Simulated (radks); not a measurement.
Problem. The zirconium ion Zr4+, [Kr]. All-electron calculation, non-relativistic Kohn-Sham, PBE, spin-polarised, spherical densities, point nucleus. Program: a radial shooting solver on a logarithmic mesh with Libxc functionals. Every spin shell is full or empty, so the densities are truly spherical. Functionals are evaluated on that one density, not self-consistently. Rank these orbital-free kinetic functionals by their error against the exact value of the orbitals, and give that value: Thomas-Fermi, von Weizsacker, TF + vW, TF + vW/9, TF + vW/5, LC94, revAPBEK, Pearson, LKT, PG1, DePristo-Kress.

Solution. Exact: 3535.95 hartree. From best to worst, with 100 (|E| - |E exact|)/|E exact| (equal figures are ties): DePristo-Kress -0.05, LC94 +0.07, revAPBEK +0.34, TF + vW/9 -0.68, Pearson -0.99, TF + vW/5 +3.30, Thomas-Fermi -5.66, PG1 +16.54, LKT +20.97, TF + vW +39.16, von Weizsacker -55.18.
